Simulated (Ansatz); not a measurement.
Isolated molecules relaxed with PBE0-D4/def2-TZVP in Ansatz; ΔE leaves out vibrations. CCSD(T)/CBS adds triple-zeta CCSD(T) − MP2 to the extrapolated MP2 energy (def2 sets, frozen cores). This one scheme is used for every species. DFT in def2-TZVPP. One conformer a species, not always the lowest.

Reaction (ligand exchange at the Si–N bond): `[SiH3]N([SiH3])[Si]Cl` + HCl → `Cl[Si]Cl` + `[SiH3]N[SiH3]`

```tsv
species	r2SCAN energy (Eh)
`[SiH3]N([SiH3])[Si]Cl`	-1387.04804
HCl	-460.78587
`Cl[Si]Cl`	-1209.90717
`[SiH3]N[SiH3]`	-637.93439
```

Work out ΔE.

ΔE = (-1209.90717) + (-637.93439) − (-1387.04804) − (-460.78587) = -0.00765 Eh = -20.1 kJ/mol. CCSD(T)/CBS gives -11.3 kJ/mol.

Largest T1 diagnostic among the species: 0.013.

From BLYP to BHLYP (50 % exact exchange), in def2-TZVPP and without D4, ΔE moves by +6.8 kJ/mol. Leaving LDA and LC-ωPBE aside and taking each functional with its dispersion term where it has one, the values, not all of them listed here, spread over 9.3 kJ/mol, from B97M-V to revPBE-D4. LDA lies +16.2 kJ/mol from PBE without D4.
